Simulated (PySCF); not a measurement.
# Multinuclear NMR of C₅H₁₅NSi₂

Cartesian coordinates in Å; atom numbers follow the order of the lines, from 1:
```xyz
23

C     1.885    0.557   -1.664
Si    2.123   -0.256    0.013
C     1.234   -1.912    0.161
C     0.042   -2.141    0.744
Si   -1.044   -0.780    1.447
N    -1.163    0.498    0.265
C    -1.224    1.887    0.641
C    -1.789    0.204   -1.001
H     0.834    0.849   -1.800
H     2.512    1.457   -1.749
H     2.162   -0.132   -2.476
H     3.582   -0.554    0.194
H     1.719    0.664    1.120
H     1.778   -2.780   -0.245
H    -0.324   -3.178    0.792
H    -0.475   -0.165    2.684
H    -2.369   -1.397    1.798
H    -0.684    2.054    1.585
H    -0.744    2.519   -0.129
H    -2.260    2.261    0.772
H    -1.365    0.831   -1.807
H    -1.614   -0.847   -1.283
H    -2.884    0.378   -0.996
```

How the numbers were obtained: NMR shieldings at PBE0/pcSseg-1/GIAO, PBE0-D3(BJ)/def2-SVP geometry, in PySCF (non-relativistic, in vacuum, single conformer, equivalent nuclei averaged).

Problem. What are the $^{29}$Si shifts?

Solution. 
```csv
atoms,environment,σ (ppm),δ (ppm)
Si5,"silicon bonded to C, N, 2 H",385.3,-41.4
Si2,"silicon bonded to 2 C, 2 H",400.5,-54.0
```

Shieldings were converted by a linear fit to measured shifts: $^{29}$Si: δ = 279.39 − 0.832σ (rms 9.7 ppm, 87 shifts, 23.4 ppm with the 5 outliers that the fit left out vs TMS, solution or neat liquid). Occasional misses reach two or three times the rms, and more in compound classes unlike the fitted ones.

On a 400 MHz spectrometer $^{29}$Si resonates near 79.5 MHz, so 1 ppm is 79.5 Hz.

Problem. What are the $^{15}$N shifts?

Solution. 
```json
{"atoms": "N6", "environment": "nitrogen bonded to 2 C, Si", "σ (ppm)": "246.7", "δ (ppm)": "-376.3"}
```

Shieldings were converted by a linear fit to measured shifts: $^{15}$N (scatter 7.2 ppm rms vs CH3NO2, solution or neat liquid). A few per cent of atoms miss by over 2 rms, more outside the fitted compound classes.

On a 300 MHz spectrometer $^{15}$N resonates near 30.4 MHz, so 1 ppm is 30.4 Hz.
